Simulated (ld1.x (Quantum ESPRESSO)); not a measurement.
## cobalt (Co): variants of one TM potential

Base potential:

```
Element                 : cobalt (Co)
Generator               : ld1.x (Quantum ESPRESSO) 7.5
Type                    : norm-conserving Troullier–Martins (Kleinman–Bylander form)
Functional              : PBEsol
Relativity              : scalar-relativistic
Frozen core             : [Ar]
Valence charge          : 9
Reference configuration : 3d8 4s1 4p0
Partial waves           : 4p (bound, empty): rc 2.90 bohr; 3d (bound): rc 1.10 bohr; 4s (bound): rc 2.05 bohr
Local potential         : the s channel
Core correction         : Bessel-smoothed model core inside 0.60 bohr
```

Cutoffs, loose and tight: the cutoffs (Ry, on a coarse ladder) from which the occupation-weighted sum of valence levels, in a spherical-Bessel basis at the reference potential, stays within 10 and 1 mRy of its value at 400 Ry. They do not see the model core or the augmentation charge, which bear on the density cutoff. Test errors are all-electron minus pseudo excitation energies from the reference, over the configurations 3d7 4s2 4p0; 3d7 4s1 4p0; 3d7 4s0 4p0; 3d6 4s2 4p1; 3d7 4s1.5 4p0; 3d6 4s0 4p0; 3d7 4s1 4p1. A dash means not determined; rows that change the core or the reference have their own tests. The largest error is taken over the tests solved by every variant that gives reliable tests at all: 3d6 4s0 4p0; 3d7 4s1 4p0; 3d7 4s1 4p1; 3d7 4s1.5 4p0; 3d7 4s2 4p0.

A true bound ghost makes a file unfit for plane-wave use even where its test errors are small: the radial tests pick states by their node count and pass the ghost by. Where a test does run into it, the solver fails or the error is huge.

| change | outcome | cutoff, loose | cutoff, tight | bound ghosts | largest test error (meV) |
| --- | --- | --- | --- | --- | --- |
| base | generated | 180 Ry | 300 Ry | none | -1458 |
| core [Ne] 3s2, valence charge 15; reference 3p6 3d7 4s1 4p0; waves now 3p (bound): rc 0.85 bohr; 3d (bound): rc 1.20 bohr; 4s (bound): rc 1.60 bohr; core correction a·sin(br)/r model core inside 0.60 bohr | generated | 160 Ry | 300 Ry | none | -1426 |
| wave 4s (bound): rc 2.05 bohr becomes 4s (bound): rc 1.32 bohr | generated | 180 Ry | 300 Ry | p | -1337 |
| functional PBE | generated | 180 Ry | 300 Ry | none | -1453 |
| wave 4p (bound): rc 2.90 bohr becomes 4p (bound): rc 4.12 bohr | generated | 180 Ry | 300 Ry | none | -1459 |
| core correction Bessel-smoothed model core inside 0.62 bohr | generated | 180 Ry | 300 Ry | none | -1458 |

Problem. What comes out with this change to the base: wave 3d (bound): rc 1.10 bohr becomes 3d (bound): rc 1.40 bohr?

Solution. outcome: generated; cutoff, loose: 140 Ry; cutoff, tight: 230 Ry; bound ghosts: none; largest test error (meV): -1369.
